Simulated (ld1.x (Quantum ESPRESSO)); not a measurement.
## u(r) = r·R(r): atom against pseudo-atom (Cr)

Columns: radius, all-electron u(r) and pseudo u(r) of the 4s shell (level -4.27 eV) of chromium in the configuration [Ar] 3d5 4s0.75 4p0.25; PBE, scalar-relativistic, PAW scheme, ld1.x (Quantum ESPRESSO) 7.5.

```json
{"r (bohr)": "0.235", "all-electron": "-0.1358", "pseudo": "-0.0830"}
{"r (bohr)": "0.470", "all-electron": "0.1498", "pseudo": "-0.1641"}
{"r (bohr)": "0.705", "all-electron": "0.2468", "pseudo": "-0.2416"}
{"r (bohr)": "0.940", "all-electron": "0.1359", "pseudo": "-0.3139"}
{"r (bohr)": "1.175", "all-electron": "-0.0432", "pseudo": "-0.3796"}
{"r (bohr)": "1.410", "all-electron": "-0.2151", "pseudo": "-0.4374"}
{"r (bohr)": "1.645", "all-electron": "-0.3538", "pseudo": "-0.4866"}
{"r (bohr)": "1.880", "all-electron": "-0.4552", "pseudo": "-0.5263"}
{"r (bohr)": "2.115", "all-electron": "-0.5232", "pseudo": "-0.5561"}
{"r (bohr)": "2.350", "all-electron": "-0.5637", "pseudo": "-0.5759"}
{"r (bohr)": "2.585", "all-electron": "-0.5826", "pseudo": "-0.5855"}
{"r (bohr)": "2.820", "all-electron": "-0.5848", "pseudo": "-0.5851"}
{"r (bohr)": "3.055", "all-electron": "-0.5746", "pseudo": "-0.5746"}
{"r (bohr)": "3.290", "all-electron": "-0.5552", "pseudo": "-0.5552"}
{"r (bohr)": "3.525", "all-electron": "-0.5296", "pseudo": "-0.5296"}
{"r (bohr)": "3.760", "all-electron": "-0.4997", "pseudo": "-0.4997"}
{"r (bohr)": "3.995", "all-electron": "-0.4675", "pseudo": "-0.4675"}
{"r (bohr)": "4.230", "all-electron": "-0.4342", "pseudo": "-0.4342"}
{"r (bohr)": "4.465", "all-electron": "-0.4008", "pseudo": "-0.4008"}
{"r (bohr)": "4.700", "all-electron": "-0.3681", "pseudo": "-0.3681"}
{"r (bohr)": "4.935", "all-electron": "-0.3367", "pseudo": "-0.3367"}
{"r (bohr)": "5.170", "all-electron": "-0.3068", "pseudo": "-0.3068"}
{"r (bohr)": "5.405", "all-electron": "-0.2787", "pseudo": "-0.2787"}
{"r (bohr)": "5.640", "all-electron": "-0.2525", "pseudo": "-0.2525"}
{"r (bohr)": "5.875", "all-electron": "-0.2281", "pseudo": "-0.2281"}
{"r (bohr)": "6.110", "all-electron": "-0.2057", "pseudo": "-0.2057"}
```

Question: How many radial nodes do the two functions have?

Answer: The all-electron 4s function has n − l − 1 = 3 (the table is too coarse to show those close to the nucleus); the pseudo-wave has 0, since the states of the same l below it are removed with the core.

Question: At about which radius was the pseudo-wave matched?

Answer: 3.00 bohr, where the columns begin to agree (steps of 0.23 bohr).

Question: Where does each function peak?

Answer: Outermost all-electron maximum near 2.82 bohr, pseudo maximum near 2.58 bohr (to the table’s step).

Question: Is the pseudo-wave norm-conserving?

Answer: No, it belongs to a PAW set: the norm inside the radius is not constrained, and the difference is carried by the augmentation charge.
